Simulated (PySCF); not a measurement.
Run record: geometry optimisation, `C=Cc1cccc(F)c1`.

Computed with PBE0-D3(BJ)/def2-TZVP geometry optimisation, gas phase (PySCF 2.14.0). Start geometry: GFN2-xTB. A driver script takes a list of jobs; this job's settings line and coordinates (Å) are shown.

Command:
```bash
OMP_NUM_THREADS=2 python probes_run.py task.json out
```

Input:
```
{"job": {"xc": "PBE0", "basis": "def2-TZVP", "d3": "d3bj", "grid": 2, "shake": 0.01, "kind": "geom"}, "charge": 0, "multiplicity": 1}
C      2.753720     0.719480    -0.336420
C      1.872000    -0.273590    -0.302770
C      0.418320    -0.190130    -0.088980
C     -0.277510    -1.364430    -0.075310
C     -1.680500    -1.354610     0.120370
C     -2.343550    -0.143770     0.328630
C     -1.582880     1.013730     0.321840
F     -2.206450     2.201470     0.510820
C     -0.229890     1.026220     0.140940
H      2.428910     1.767030    -0.197790
H      3.774960     0.581180    -0.502700
H      2.255860    -1.275140    -0.436570
H      0.163370    -2.300270    -0.236230
H     -2.251810    -2.269840     0.140540
H     -3.409380    -0.115910     0.491870
H      0.295780     1.976210     0.132510
```

Output:
```
step   0  E = -408.57855449  max force = 0.057402
step   1  E = -408.58358305  max force = 0.007776
step   2  E = -408.58379581  max force = 0.001428
step   3  E = -408.58377267  max force = 0.001794
step   4  E = -408.58384563  max force = 0.001023
step   5  E = -408.58384832  max force = 0.001258
step   6  E = -408.58386328  max force = 0.000264
optimisation converged
```

Energies in Eh; «max force» is the largest Cartesian gradient component in Eh/bohr.

Q: How much energy does the optimisation release, in eV?

A: E(step 0) − E(last step) = 0.005309 Eh, which is 0.144 eV.

Q: Give the first gradient maximum in eV/Å.

A: With 1 Eh/bohr = 51.422 eV/Å, 2.952 eV/Å.

In short: final energy -408.58386 Eh after 6 steps; dipole 1.45 D.

Q: Give the final coordinates.

A: 0.081 Å rms from the input after alignment:
```
atom  x, y, z in Å
C1     2.7431    0.7064   -0.3592
C2     1.8530   -0.2793   -0.4248
C3     0.4215   -0.1910   -0.1343
C4    -0.3328   -1.3639   -0.0873
C5    -1.6888   -1.3296    0.1969
C6    -2.3271   -0.1233    0.4334
C7    -1.5698    1.0333    0.3757
F8    -2.1751    2.2084    0.5935
C9    -0.2220    1.0261    0.0990
H10    2.4746    1.7139   -0.0624
H11    3.7858    0.5308   -0.5938
H12    2.1973   -1.2701   -0.7105
H13    0.1567   -2.3138   -0.2719
H14   -2.2572   -2.2516    0.2328
H15   -3.3854   -0.0643    0.6536
H16    0.3092    1.9684    0.0583
```

On 2 threads, Intel Xeon Platinum 8488C (x86_64), no GPU, shared host, this took 3.0 min wall, 7.1 min CPU and 2.0 GiB of memory at its peak.
Labels such as C1 count atoms from 1, the log's own numbers from 0.
